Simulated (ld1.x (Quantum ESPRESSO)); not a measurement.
What one change does to a pseudopotential (gold, RRKJ)

ld1.x (Quantum ESPRESSO) 7.5 input, shortened:

```
&input
   title='Au', zed=79., rel=1, dft='PBE', iswitch=3,
   config='[Xe] 4f14 5d10 6s1 6p0'
 /
 &inputp
   pseudotype=2, tm=.false., rho0=0.005, lloc=-1, rcloc=1.95,
   nlcc=.false.
 /
3
6S  1  0   1.00   0.00  2.10  2.10  0.0
5P  2  1   6.00   0.00  1.75  1.75  0.0
5D  3  2  10.00   0.00  2.20  2.20  0.0
 &test
   configts(1)='5p6 5d10 6s1 6p0'
 /
```

All-electron outer shells of the reference configuration (PBE, scalar-relativistic, ld1.x):

```
shell  level (eV)  outermost node (bohr)  outermost maximum (bohr)
   5s     -108.37                   0.48                      0.84
   4f      -81.12                      –                      0.37
   5p      -59.78                   0.52                      0.96
   5d       -6.88                   0.56                      1.21
   6s       -5.76                   1.11                      2.32
   6p       -0.77                   1.32                      3.64
```

Change: local potential all-electron potential smoothed inside 1.66 bohr (lloc = -1).

Cutoffs: the cutoffs (Ry, on a coarse ladder) from which the occupation-weighted sum of valence levels, in a spherical-Bessel basis at the reference potential, stays within 10 and 1 mRy of its value at 400 Ry; they do not see the model core or the augmentation charge, which bear on the density cutoff. Errors are all-electron minus pseudo energies relative to the spin-unpolarised reference configuration.

Question: What does the change do?

Answer: The potential gets neither clearly harder nor softer (35 Ry and 45 Ry → 35 Ry and 45 Ry); the bound ghosts move from s to p, s; the number of tests that count goes from 7 to 6; of the 6 tests that both files solve, the error grows in 2 and shrinks in 2 by more than 15 % and 0.3 meV (median size 9.6 → 8.9 meV); the range in which the s phases agree narrows (upper end at the end of the scan → 3.7); the range in which the p phases agree narrows (upper end at the end of the scan → -0.9). In the separable form a ghost depends on how the local part lies against the semilocal potential of the channel, so the choice of the local part can create or remove one.

```csv
quantity,base,changed
"cutoff, loose",35 Ry,35 Ry
"cutoff, tight",45 Ry,45 Ry
loose cutoff by channel (10 mRy a level),"s 21 Ry, p 30 Ry, d 30 Ry","s 18 Ry, p 30 Ry, d 30 Ry"
bound ghosts,s,"p, s"
"tests counted (converged, no solver errors)",7 of 7,6 of 7
"error for 5p6 5d10 6s0 6p0, meV [ΔE 9.41 eV]",-10,-12
"error for 5p6 5d9 6s0 6p0, meV [ΔE 30.62 eV]",-9.0,-6.1
"error for 5p6 5d8 6s0 6p0, meV [ΔE 64.49 eV]",-0.4,+1.8
"error for 5p6 5d9 6s2 6p0, meV [ΔE 1.69 eV]",-16,-15
"error for 5p6 5d7 6s0 6p0, meV [ΔE 112.21 eV]",+44,+20
"error for 5p6 5d10 6s0.5 6p0, meV [ΔE 3.77 eV]",-2.9,-3.2
s: phases at 2.40 bohr within 0.05 rad from the reference energy up to (Ry; the scan ends near 5),to the end of the scan,3.7
p: phases at 2.40 bohr within 0.05 rad from the reference energy up to (Ry; the scan ends near 5),to the end of the scan,-0.9
d: phases at 2.40 bohr within 0.05 rad from the reference energy up to (Ry; the scan ends near 5),2.5,2.8
```

Changed file: Tests not counted: 5p6 5d10 6s0 6p1 (solver errors, printed error -2.4 eV). ld1.x printed “convergence not achieved” for 1 of the counted tests; its residual had stalled under 1e-8, short of the target of 1e-14. A true bound ghost makes a file unfit for plane-wave use even where its test errors are small: the radial tests pick states by their node count and pass the ghost by. Where a test does run into it, the solver fails or the error is huge.
